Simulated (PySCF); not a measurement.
# Spectroscopy problems

PySCF 2.14.0 with density-fitted response routines calculation with GIAO PBE0/pcSseg-1 shieldings and geometry: GFN2-xTB; in vacuum, a single conformation, averaged over atoms made equivalent by symmetry, fast rotation or ring inversion, no relativistic terms.

References, each an isolated molecule treated in the same way: 1H and 13C against TMS. Splittings of carbon signals by F and P are missing where no couplings were computed. Where no couplings were computed, multiplicities follow the n + 1 count of equivalent neighbours, and m marks all less simple cases (inequivalent or close neighbours, rings, F or P nearby). Shifts are as computed. Against solution values, carbons near 30 ppm lie about +3 ppm off and those near 130 ppm about +5 ppm. Of 1211 compounds with measured shifts, 218 miss one by over three times the rms of a fit or turn the order of signals round; such compounds aren't used in these exercises.

**Question.** C₈H₁₂F₂O. 1H NMR (500 MHz, computed): δ 2.32 (m, 1H), 1.83 (m, 3H), 1.54 (d, 3H), 1.21 (d, 3H), 0.94 (m, 1H), 0.56 (m, 1H). 13C{1H} NMR (computed): δ 170.2 (C), 88.1 (C), 39.4 (C), 38.4 (CH), 29.0 (CH2), 20.9 (CH3), 20.5 (CH3), 19.4 (CH3). Identify the compound.

**Answer.** `CC(C)[C@@]1(C(=O)F)C[C@]1(C)F`. Rings plus π bonds: 2 (1 ring in the answer). 8 carbon signals for 8 carbons: no two carbons are equivalent. Carbon types of the structure: 3 × C, 1 × CH, 1 × CH2, 3 × CH3, which accounts for all hydrogens. δC 170.2: carbonyl carbon. δC 88.1, 39.4, 29.0: three-membered-ring carbon. δC 38.4: sp3 CH; a saturated carbon with 3 carbon neighbours and no heteroatom attached. δC 20.9, 20.5, 19.4: methyl carbon; aliphatic region, no heteroatom directly attached.

This is the structure that produced the data.

**Question.** C₇H₉OP. 1H NMR (600 MHz, computed): δ 6.73 (m, 1H), 6.58 (m, 1H), 6.33 (m, 1H), 2.28 (m, 1H), 1.12 (m, 1H), 0.85 (m, 1H), 0.77 (m, 1H), 0.73 (m, 1H), 0.61 (m, 1H). 13C{1H} NMR (computed): δ 142.4, 141.5, 96.0, 86.1, 15.1, 3.3, 2.8. What is it?

**Answer.** `C#C[P@@](=O)(C=C)C1CC1`. 7 carbon signals for 7 carbons: no two carbons are equivalent. Carbon types of the structure: 1 × C, 3 × CH, 3 × CH2, which accounts for all hydrogens. δC 142.4: terminal =CH2 carbon; an sp2 carbon of a C=C bond. δC 141.5: alkene CH; an sp2 carbon of a C=C bond. δC 96.0: terminal alkyne carbon; the triple bond shields along its axis, which puts it between sp3 and sp2 carbons. δC 86.1: alkyne carbon; sp carbons lie upfield of alkene carbons because the cylindrical π system leaves one tensor component strongly shielded.

The data come from this structure; uniqueness wasn't tested.
